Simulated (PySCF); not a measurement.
**Simulated absorption spectrum**

C₅H₆O₂S₂.
SMILES: `O=COC=C1SCCS1`

Method: TDDFT CAM-B3LYP/def2-SVPD, vertical, gas phase, core orbitals frozen in the response (PySCF 2.14.0, density-fitted response routines). Isolated species at its GFN2-xTB geometry (one conformer only). Torsions of this conformer, `[O:1]=[CH:2][O:3][CH:4]=[C:5]1[S:6][CH2:7][CH2:8][S:9]1`: O1–C2–O3–C4 0°, C2–O3–C4–C5 179°.

Computed states:

| state | E (eV) | f |
| --- | --- | --- |
| S1 | 4.59 | 0.0044 |
| S2 | 5.11 | 0.428 |
| S3 | 5.27 | 0.0006 |
| S4 | 5.76 | 0.013 |
| S5 | 5.82 | 0.0024 |
| S6 | 6.02 | 0.041 |
| S7 | 6.07 | 0.0043 |
| S8 | 6.14 | 0.034 |

Each state is given a Gaussian of 0.3 eV full width at half maximum, with ε(max) = 2.175×10⁸ f / Δν̃ (Δν̃ the width in cm⁻¹). The cross-section is σ = 3.8235×10⁻²¹ ε cm², given in Mb (10⁻¹⁸ cm²). The width is an assumption, not a result. The curve ends short of the highest state used, and states not computed would add to its high-energy end.

Problem. What does the envelope look like, and where are its maxima?

Solution. 
E (eV), σ (Mb) and a bar:
```
     4.14       0.00 
     4.19       0.01 
     4.24       0.03 
     4.29       0.09 
     4.34       0.20 
     4.39       0.41 
     4.43       0.65 
     4.48       1.00 
     4.53       1.32 
     4.58       1.51 
     4.63       1.55 
     4.68       1.65 
     4.72       2.16 
     4.77       4.44 #
     4.82      10.61 ##
     4.87      23.72 #####
     4.92      46.31 #########
     4.96      71.02 ##############
     5.01     105.58 ######################
     5.06     134.61 ###########################
     5.11     147.13 ##############################
     5.16     137.88 ############################
     5.21     110.79 #######################
     5.25      83.27 #################
     5.30      50.76 ##########
     5.35      26.56 #####
     5.40      11.99 ##
     5.45       4.83 #
     5.49       2.41 
     5.54       1.62
```

Maxima: 242 nm (5.11 eV), ε about 38000, made up of S2 (100%) (ε in L mol⁻¹ cm⁻¹; maxima over ε = 5, shares over 10%). At its high-energy end, 5.54 eV, the curve is still rising (ε about 420, from S2 and S4).

Problem. Coming from long wavelengths, where does ε first pass 100 L mol⁻¹ cm⁻¹?

Solution. At about 283 nm (4.38 eV), 0.21 eV below S1.

Problem. What would ε be at 5.11 eV, the highest of these maxima, with half the width (0.15 eV)?

Solution. About 76800 L mol⁻¹ cm⁻¹ against 38500, a factor of about 2.00; a lone state at its own centre would give exactly 2.

Problem. On this curve, what absorbance would a 10⁻³ mol/L sample give at 254 nm over a 1 cm path?

Solution. 254 nm is 4.881 eV, where ε is about 7300 L mol⁻¹ cm⁻¹, so A = ε c l ≈ 7.3 (Beer–Lambert, with the gas-phase spectrum and the assumed width).
